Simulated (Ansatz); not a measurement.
System: C$_{5}$H$_{9}$, net charge 0, doublet state. It need not be the lowest isomer of its formula. 
Geometry from a B3LYP-D3(BJ)/def2-TZVP (Ansatz, a first-principles code) optimisation:
```
C
C 1 1.3311
H 1 1.0860 2 117.82
H 2 1.0865 1 117.22 3 0.77
C 2 1.4971 4 114.99 1 179.94
H 5 1.0889 2 112.94 4 -178.29
H 5 1.0938 6 107.84 2 -122.47
H 5 1.0940 6 107.93 7 -114.76
C 1 1.5033 3 114.66 2 -178.77
H 9 1.0967 1 109.23 3 -57.63
H 9 1.0990 10 105.00 1 118.12
C 9 1.4899 10 109.21 11 117.93
H 12 1.0813 9 120.34 10 155.08
H 12 1.0814 13 118.36 9 -173.28
```
Charge 0, spin multiplicity 2.

Property: atomisation energy (electronic, to ground-state atoms), in kcal/mol. Cores are frozen in the correlated levels unless marked. UHF or UKS for open shells. Spin-orbit coupling is left out. Non-relativistic. The coupled-cluster limit lacks core correlation, which all-electron functionals hold. CBS marks a two-point X^-3 extrapolation of the correlation energy; Hartree-Fock from the larger set. The bracket is a focal-point correction in the basis named.

| level | program | atomisation energy (kcal/mol) | minus last row |
|---|---|---|---|
| PBE-D3(BJ)/def2-TZVPD | Ansatz + dftd3 | 1371.9 | 33.7 |
| PBE-D4/def2-TZVPD | Ansatz + dftd4 | 1371.4 | 33.2 |
| BLYP/def2-TZVPD | Ansatz | 1325.2 | -13.0 |
| revPBE-D3(BJ)/def2-TZVPD | Ansatz + dftd3 | 1339.0 | 0.8 |
| B3LYP-D3(BJ)/def2-TZVPD | Ansatz + dftd3 | 1345.7 | 7.5 |
| PBE0-D3(BJ)/def2-TZVP | Ansatz + dftd3 | 1354.9 | 16.7 |
| PBE0/def2-QZVPP | Ansatz | 1351.2 | 13.0 |
| BHLYP-D4/def2-TZVPD | Ansatz + dftd4 | 1313.4 | -24.8 |
| B2PLYP-D3(BJ)/def2-TZVPD | Ansatz + dftd3 | 1330.8 | -7.4 |
| MP2/STO-3G | Ansatz | 1365.3 | 27.1 |
| MP2/6-31G* | Ansatz | 1241.9 | -96.3 |
| MP2/CBS(cc-pVTZ,cc-pVQZ) | Ansatz | 1352.4 | 14.2 |
| CCSD/cc-pVDZ | Ansatz | 1237.5 | -100.7 |
| RI-MP2/CBS(cc-pVTZ,cc-pVQZ)+[CCSD(T)-MP2]/cc-pVQZ | Ansatz | 1338.7 | 0.5 |
| CCSD(T)/CBS(cc-pVTZ,cc-pVQZ) | Ansatz | 1338.2 | 0.0 |
